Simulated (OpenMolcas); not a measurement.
**What dynamic correlation does to the levels of F3+**

```json
{
 "Program": "OpenMolcas 26.06",
 "Basis": "ANO-RCC-VQZP [5s4p3d2f1g]",
 "Scalar Hamiltonian": "DKH2, point nucleus",
 "Active space": "4 electrons in 4 orbitals (2s 2p)",
 "State averaging": "2S+1 = 3 even, 3 roots; 2S+1 = 1 even, 6 roots; 2S+1 = 5 odd, 1 root; 2S+1 = 3 odd, 9 roots; 2S+1 = 1 odd, 8 roots",
 "Spin-orbit coupling": "RASSI with atomic mean-field integrals over the reference wave functions, term energies averaged over their components"
}
```

Methods on the same reference wave functions:
A. CASSCF
B. SS-CASPT2, IPEA 0.25 Eh, imaginary shift 0.1 Eh (closed shells correlated: 1s)

Energies in cm⁻¹ above 2s² 2p² ³P₀, the measured ground level; measured values from Moore, Atomic Energy Levels, vol. I, NSRDS-NBS 35 (1971 reprint of NBS Circular 467, 1949).

```
      Level       A       B  Measured
2s² 2p² ³P₀     0.0     0.0       0.0
2s² 2p² ³P₁     216     216       225
2s² 2p² ³P₂     631     630       613
2s² 2p² ¹D₂   27881   25400     25241
2s² 2p² ¹S₀   50977   53150     53544
2s 2p³ ⁵S°₂   62531   71990          
2s 2p³ ³D°₂  151185  146270    147889
2s 2p³ ³D°₁  151186  146270    147902
2s 2p³ ³D°₃  151190  146270    147842
2s 2p³ ³P°₀  178228  174680          
2s 2p³ ³P°₁  178230  174680    175242
2s 2p³ ³P°₂  178233  174690    175237
2s 2p³ ¹D°₂  244596  229740          
2s 2p³ ³S°₁  251836  239460          
2s 2p³ ¹P°₁  271427  257850    257390
```

Deviations, from unrounded energies. A percentage is the sum of absolute deviations over the sum of measured energies, with the sign that they share, or ± where signs differ.

```tsv
Against measurement	Levels	A	B
mean absolute deviation (cm-1)	10	3500	700
fine structure of the ground term (%)	2	±3.2	±3.1
other terms of the ground configuration (%)	2	±6.6	±0.7
other configurations (%)	6	+2.8	±0.6
```

B lies closest to measurement on these levels. The largest miss of B in the table is 2s 2p³ ³D°₁, by -1600 cm-1. The ranking rests on the paired levels alone, and a cruder setting can come out closer through cancelling errors.

From A to B the spin-free energies of the other terms of 2s² 2p² shown, above ³P, scale by factors of 0.91 to 1.04.

The lowest spin-free term lies below A's lowest term by 0.089 hartree in B.

CASPT2 breaks the degeneracy within a term, and the mean is taken; among the terms shown or strongly mixed into the levels shown the widest spread is 180 cm-1 (2s 2p³ ¹D°, B). Computed and measured levels are paired by configuration, term and J; levels that our copy of the source lacks, or whose pairing is in doubt (as where it misses far off the trend of its configuration), stay unpaired and out of the deviations. Only configurations of the active space appear.

° marks odd parity.
